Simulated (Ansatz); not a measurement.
FGa (SMILES [F][Ga]), singlet, at a GFN2-xTB geometry (such geometries of metal compounds can be far from the true shape).

The Ansatz (a quantum-chemistry and plane-wave program) input:
Ansatz 0.2 input:
```yaml
crystal:
  periodic: [false, false, false]
  atoms:
    - {symbol: Ga, position_ang: [-0.00000000, -0.00000000, -0.40479707]}
    - {symbol: F, position_ang: [0.00000000, 0.00000000, 1.39430103]}
basis:
  gaussian:
    orbitals: 6-31G
hamiltonian:
  xc: blyp
  dispersion: d4
```

Task: What number of basis functions does BLYP-D4/6-31G run with Ansatz give?

Result: 38

Task: Estimate the total energy that BLYP-D4/6-31G returns for this input.

Result: -2024.4561 Eh
